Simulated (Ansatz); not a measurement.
Cartesian coordinates in Å:
```
C -1.4015 -0.8896 -2.2806
O -0.6983 0.0600 -1.5425
Ti -0.3691 0.8139 0.0231
Cl -1.2945 2.8523 0.0831
O 1.3793 0.9499 0.2530
C 2.6589 0.8918 -0.2950
O -1.0543 -0.1858 1.3111
C -0.8963 -0.7979 2.5527
H -2.1171 -0.3901 -2.9407
H -0.7076 -1.4712 -2.8954
H -1.9479 -1.5735 -1.6224
H 2.6310 0.5027 -1.3183
H 3.1005 1.8928 -0.3113
H 3.2944 0.2403 0.3127
H 0.1444 -0.7417 2.8892
H -1.1895 -1.8503 2.4883
H -1.5325 -0.3036 3.2931
```

Charge 0, multiplicity 1.

(1) List the B3LYP/def2-TZVPP orbital energies in eV (the Gaussian-basis code of Ansatz). (Estimate.)

Results:

(1) The calculation gave: Occupied: -4868.49, -2761.31, -542.85, -520.80, -520.80, -520.80, -453.35, -453.35, -453.34, -278.33, -278.33, -278.33, -256.07, -195.04, -194.98, -194.98, -65.73, -41.73, -41.73, -41.50, -27.39, -27.19, -27.19, -20.92, -18.55, -18.49, -18.49, -13.03, -12.97, -12.97, -12.71, -12.71, -12.63, -12.47, -12.47, -12.34, -9.34, -9.09, -9.09, -8.65, -8.65, -8.55, -8.06, -7.83, -7.83. Lowest empty: -1.52, -1.52, -0.99, -0.62, -0.62, 0.01, 1.32, 1.32.

B3LYP here is the variant with VWN-RPA as its local correlation; programs differ in this.
